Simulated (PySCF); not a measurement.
Species: C2H10BGeNO2.
Z-matrix (Å and degrees, PBE0-D3(BJ)/def2-SVP geometry), rows numbered from 1:
```
C 
N   1  1.4378
Ge  2  1.8420  1  119.62
C   2  1.4367  1  112.92  3   171.87
B   4  1.5786  2  119.08  1  -171.28
O   5  1.3574  4  119.47  2    20.11
O   5  1.3646  4  122.37  2  -162.44
H   1  1.1093  2  111.34  3   130.94
H   1  1.1113  2  112.60  3  -109.36
H   1  1.0998  2  111.25  3    11.39
H   3  1.5437  2  114.85  1    99.40
H   3  1.5452  2  102.72  1   -17.77
H   3  1.5396  2  111.50  1  -134.38
H   4  1.1187  2  110.48  1   -51.29
H   4  1.1151  2  110.38  1    62.48
H   6  0.9639  5  112.76  4   179.89
H   7  0.9612  5  113.42  4     4.56
```

Computed with PySCF at CAM-B3LYP/def2-SVPD, non-relativistic, on one gas-phase PBE0-D3(BJ)/def2-SVP geometry that isn't relaxed in the solvent. The solvent is an IEF-PCM continuum (van der Waals radii × 1.2). Only the electrostatic response of the medium enters. Spin–orbit coupling is left out although an atom past zinc is present.

Gas phase at CAM-B3LYP/def2-SVPD: HOMO -7.25 eV, LUMO 0.44 eV, dipole 1.92 D.

Q: What does the continuum do to the energy, the frontier levels and the dipole at CAM-B3LYP/def2-SVPD in methanol and acetonitrile?

A: 
```csv
solvent,ε,E(solvent) − E(gas) (kcal/mol),polarisation term (kcal/mol),distortion of the solute (kcal/mol),HOMO (eV),LUMO (eV),dipole (D)
methanol,32.61,-6.21,-6.94,0.73,-7.22,0.67,2.52
acetonitrile,35.69,-6.24,-6.97,0.73,-7.22,0.67,2.52
```

Polarisation term: ½ Σ q·V over the induced surface charges. Distortion: the rise of the solute's own energy as its density leaves the gas-phase optimum. From methanol to acetonitrile the lowering changes by a factor 1.00, Onsager's factor (ε − 1)/(2ε + 1) by 1.00 and ε itself by 1.1.

Q: Which radius a makes the point-dipole formula ΔE = −[(ε − 1)/(2ε + 1)]·μ²/a³ give the value in acetonitrile, with the gas-phase dipole?

A: μ = 0.754 au and |ΔE| = 0.00994 Eh give a = 1.60 Å; the farthest nucleus lies 3.38 Å from the centroid of the nuclei, so such a sphere wouldn't even hold the nuclei. The formula assumes a rigid point dipole at the centre of a sphere.

Q: How does the static polarisability (CAM-B3LYP/def2-SVPD, frozen core, with the continuum's full static response) change?

A: 
```json
{"medium": "gas", "isotropic (au)": "86.2", "principal values (au)": "71.8, 92.1, 94.8", "⟨r²⟩ of the electrons (bohr²)": "1351.9"}
{"medium": "methanol", "isotropic (au)": "115.1", "principal values (au)": "101.9, 118.6, 124.7", "⟨r²⟩ of the electrons (bohr²)": "1351.0"}
{"medium": "acetonitrile", "isotropic (au)": "115.3", "principal values (au)": "102.1, 118.8, 124.9", "⟨r²⟩ of the electrons (bohr²)": "1351.0"}
```

The isotropic value in acetonitrile is 1.34 times the gas-phase one; no cavity-field correction is applied. ⟨r²⟩ is taken about the centre of nuclear charge.
